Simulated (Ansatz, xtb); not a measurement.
Relative energy of two isomers of C6H3BrS

Structure I: `C#Cc1ccsc1Br`, a singlet. Structure II: `C#Cc1cc(Br)cs1`, a singlet. Both are isolated molecules in the gas phase, relaxed with PBE-D3(BJ)/def2-SVP.

Energies in hartree; the thermal terms are from GFN2-xTB frequencies at re-optimised GFN2-xTB minima (ideal gas, soft modes damped towards free rotors, one conformer each, 298.15 K, 1 atm) and include the zero-point energy:

|  | I | II |
| --- | --- | --- |
| E, CCSD(T)/def2-SVP | −3199.402249 | −3199.405433 |
| E, MP2/def2-SVP | −3199.323469 | −3199.326251 |
| E, MP2/def2-TZVPP | −3200.279399 | −3200.281597 |
| zero-point energy | 0.063797 | 0.063729 |
| H(298 K) − E | 0.072708 | 0.072616 |
| G(298 K) − E | 0.029739 | 0.029691 |

**Question.** Correct the CCSD(T) difference for the basis set by the MP2 change, then work out ΔE, ΔE₀, ΔH and ΔG for I → II in kJ/mol (1 Eh = 2625.50 kJ/mol) and the equilibrium ratio [II]/[I].

**Answer.** 1. Differences II − I: CCSD(T) −0.003184, MP2 in the small set −0.002782, MP2 in the large set −0.002198 Eh.
2. ΔE = −0.003184 + (−0.002198 − (−0.002782)) = −0.002600 Eh = −6.83 kJ/mol.
3. ΔE₀ = ΔE + ΔZPE = −0.002600 + (−0.000068) Eh = −7.00 kJ/mol.
4. ΔH = ΔE + (−0.000092) Eh = −7.07 kJ/mol.
5. ΔG = ΔE + (−0.000048) Eh = −6.95 kJ/mol, so ΔS = (ΔH − ΔG)/T = −0.4 J/(mol K).
6. kT = 0.9442 mEh, so K = [II]/[I] = exp(−ΔG/kT) = exp(+2.80) ≈ 17.

Structure II is favoured at this temperature. An error of 4 kJ/mol in ΔG would change K by a factor of 5. Mirror images and further conformers aren't counted.

As drawn, both hold the same kinds of bond in the same numbers.

Other levels gave ΔE = −13.8 (GFN2-xTB); −5.1 (HF/STO-3G, GFN2-xTB geometries); −11.5 (r2SCAN-D4/def2-SVP, GFN2-xTB geometries); −10.3 (PBE-D3(BJ)/def2-SVP); −10.7 (HF/def2-SVP); −7.3 (MP2/def2-SVP); −8.4 (CCSD(T)/def2-SVP) kJ/mol. The correlated steps freeze 20 core orbitals; the filled d shell of Br is correlated, in a basis made for valence electrons. Programs: Ansatz 0.2.0, xtb 6.7.1.
